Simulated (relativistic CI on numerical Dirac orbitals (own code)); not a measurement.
## Hyperfine structure of Nd XXXII, mass number 145

Computed by Dirac-Coulomb-Breit CI, separate exchange-only KLI orbitals for each configuration, QED by a radiative potential, unscaled Slater integrals (own radial code, finite nucleus).

Configurations in the expansion (outside the closed core [Ar]): 3d10.4s, 3d10.4p, 3d10.4d, 3d10.4f, 3d10.5s, 3d10.5p, 3d10.5d, 3d10.5f, 3d10.5g, 3d9.4p2, 3d10.6s, 3d10.6p, 3d10.6d, 3d8.4s.4p2, 3d9.4s2, 3d10.6f. Levels of other configurations are missing.

Nuclear spin I = 7/2, μ = -0.656 μN, Q = -0.314 b (tables of Stone and Pyykkö). The electronic factors are computed for point nuclear moments, without core polarisation or the Bohr-Weisskopf and QED corrections.

```
          Level  E (10³ cm⁻¹)  A (GHz)  B (GHz)
 3d10.4s 2S_1/2           0.0   -111.5         
3d10.4p 2P°_1/2         529.4   -34.01         
3d10.4p 2P°_3/2         794.0   -4.811    -15.8
 3d10.4d 2D_3/2        1642.0    -2.33    -2.57
 3d10.4d 2D_5/2        1696.4  -0.9528    -3.32
3d10.4f 2F°_5/2        2604.6  -0.4448   -0.772
3d10.4f 2F°_7/2        2614.5  -0.2444   -0.885
 3d10.5s 2S_1/2        4087.3   -51.05
```

Levels with J = 0, under 50 % of one LS term, or S terms without an open s electron are left out. Small factors come from cancelling terms and can be off by tens of per cent or more.

At this charge energies of transitions that change n are usually good to better than 1 %, and those within a shell (Δn = 0) to a few per cent.

Task: Give the hyperfine levels of 3d10.4s 2S_1/2 relative to its centre of gravity.

Result: With K = F(F + 1) − I(I + 1) − J(J + 1), E = AK/2: F = 3: 251, F = 4: -195.2 GHz.

LS names give the leading component of a level, which can be under half, so a name can repeat, a term be missing and a line seem to break the LS rules.
